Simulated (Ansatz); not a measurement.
Ansatz (a program for electronic structure) input:

Ansatz 0.2 input:
```yaml
crystal:
  periodic: [false, false, false]
  atoms:
    - {symbol: Hf, position_ang: [0.89019416, -0.20743228, 0.62622201]}
    - {symbol: I, position_ang: [-1.28927952, 0.30042681, -0.90696531]}
    - {symbol: H, position_ang: [2.42066777, 0.40717204, -0.19535037]}
    - {symbol: H, position_ang: [0.74095830, 0.62343262, 2.26404414]}
    - {symbol: H, position_ang: [1.07620907, -2.01810137, 0.91248245]}
basis:
  gaussian:
    orbitals: def2-TZVPD
hamiltonian:
  xc: {name: PBE}
output: {forces: true}
```

**Question.** Predict the final energy.

**Answer.** -347.52695 Eh (PBE/def2-TZVPD). The basis has 129 functions.
